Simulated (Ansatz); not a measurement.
RbBr₂. Total charge 0; doublet. Geometry PBE-D4/def2-TZVP, basis def2-TZVP, Ansatz.

```
atom   x (Å)   y (Å)   z (Å)
 Rb1   0.000  -0.003  -0.001
 Br2   0.446   0.877  -3.135
 Br3  -0.446  -0.874   3.136
```

| run | HOMO (eV) | LUMO (eV) |
| --- | --- | --- |
| A | -6.55 | -6.54 |
| B | -7.94 | -3.06 |
| C | -6.72 | -6.15 |
| D | -6.44 | -6.43 |
| E | -6.37 | -6.35 |

In the def2 sets Rb takes a core potential; there is no spin–orbit coupling. HOMO above LUMO, or a gap near zero within one spin, warns that the state may not be the lowest or that an electron is smeared out. Another isomer (doublet) lies 0.69 eV lower at PBE0-D4/def2-TZVP; other spin states weren't run for this one.

HOMO and LUMO are taken over both spins.

Task: The runs used B97M-V, HF, PBE, PBE0, r2SCAN. Estimate which is which.

Result: A r2SCAN (0 % exact exchange); B HF (100 % exact exchange); C PBE0 (25 % exact exchange); D PBE (0 % exact exchange); E B97M-V (0 % exact exchange). Exact exchange lowers occupied and raises empty levels; among semilocal functionals meta-GGAs tend to open the gap a little, and such runs are hard to tell apart. The gap grows from 0.00 eV (PBE) to 4.88 eV (HF). At r2SCAN-D4/def2-TZVP, PBE-D4/def2-TZVP, B97M-V/def2-TZVP the gap within one spin of the charge 0 doublet nearly closes, so an electron or hole may be smeared out by delocalisation error.
